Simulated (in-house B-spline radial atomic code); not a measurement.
Inner levels of ytterbium as electrons are removed. A shift is the extra binding of the orbital against the neutral atom ([Xe] 4f14 6s2). The density at the nucleus is averaged over the nuclear charge. Computed with a B-spline radial code for spherical atoms: Dirac-Hartree-Fock, average of the configuration, finite nuclei.

```
  ion  configuration  shift of 1s1/2 (eV)  radius of 1s1/2 (bohr)  Σ<r²> (bohr²)  change of density at nucleus (bohr⁻³)
Yb61+   [He] 2s2 2p5              5535.51                0.019627       0.047985                               -27242.9
Yb62+   [He] 2s2 2p4                    ?                       ?              ?                                      ?
Yb63+   [He] 2s2 2p3              6430.87                0.019601       0.034621                                 -25666
Yb64+   [He] 2s2 2p2               6885.8                0.019588       0.028203                               -24885.5
Yb65+   [He] 2s2 2p1              7345.57                0.019574       0.021954                               -24111.2
Yb66+       [He] 2s2                    ?                       ?              ?                                      ?
Yb67+       [He] 2s1              8228.87                0.019559       0.008391                               -82881.5
Yb68+            1s2              8650.84                 0.01955       0.001046                                -143605
Yb69+            1s1              9972.89                 0.01943     0.00051632                                -542236
```

(1) Fill in the row of Yb62+.

(2) Fill in the row of Yb66+.

Results:

(1) shift of 1s1/2 (eV): 5980.77; radius of 1s1/2 (bohr): 0.019614; Σ<r²> (bohr²): 0.041213; change of density at nucleus (bohr⁻³): -26452.

(2) shift of 1s1/2 (eV): 7810.18; radius of 1s1/2 (bohr): 0.019561; Σ<r²> (bohr²): 0.015869; change of density at nucleus (bohr⁻³): -23343.6.
